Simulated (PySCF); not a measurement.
ClH3Si, SMILES [SiH3]Cl (connectivity only; charge and spin as stated), charge +1, multiplicity 2.

Coordinates come from a ωB97X-D3(BJ)/def2-TZVP optimisation. The spin state was assumed, not searched. The isomer is the one that the SMILES or the coordinates give; other isomers of the formula were not compared.

Level of theory: ωB97X/def2-TZVPD (PySCF).

The molecule is in vacuum.

Computed frontier levels, dipole moment and polarisability:
```
Quantity                                                            Value
------------------------------------------------  -----------------------
α spin, highest occupied and lowest empty level       -17.88 and -4.46 eV
β spin, highest occupied and lowest empty level       -18.24 and -9.99 eV
dipole moment about the centre of nuclear charge                   4.22 D
mean static polarisability                           38.2 bohr³ (5.66 Å³)
polarisability, principal values                   32.5, 33.5, 48.7 bohr³
⟨S²⟩                                              0.756 (pure state 0.75)
```
